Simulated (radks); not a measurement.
Results of a calculation; reference values are marked as such.
All-electron atom: Au V in [Xe] 4f14 5d7. Code: a radial shooting solver on a logarithmic mesh with Libxc functionals. Model: Dirac Kohn-Sham, BLYP, spin-unpolarised, spherical densities, point nucleus; open shells are shared between the two j in proportion to 2j + 1.

Radial electron density D(r) = 4 pi r^2 rho(r):

```
   r/bohr * D(r) (the largest magnitude, 147, reaches the edge; | marks zero)
 0.001287 |     *
 0.001717 |        *
 0.002272 |            *
 0.003006 |                 *
 0.003977 |                       *
 0.005305 |                              *
 0.007019 |                                    *
 0.009287 |                                         *
  0.01239 |                                          *
  0.01639 |                                       *
  0.02169 |                                     *
  0.02892 |                                        *
  0.03827 |                                                *
  0.05063 |                                                      *
    0.067 |                                                 *
  0.08936 |                                          *
   0.1182 |                                               *
   0.1564 |                                                 *
   0.2086 |                                   *
   0.2761 |                           *
   0.3653 |                                *
   0.4872 |                         *
   0.6446 |            *
   0.8529 |        *
    1.128 |     *
    1.505 |  *
    1.991 |*
    2.635 *
    3.514 *
     4.65 *
```

D(r) has 4 maxima, at r = 0.0114, 0.0519, 0.144, 0.374 bohr, and minima at 0.0224, 0.0930, 0.265 bohr, inside which lie 2.03, 11.08, 29.98 electrons.
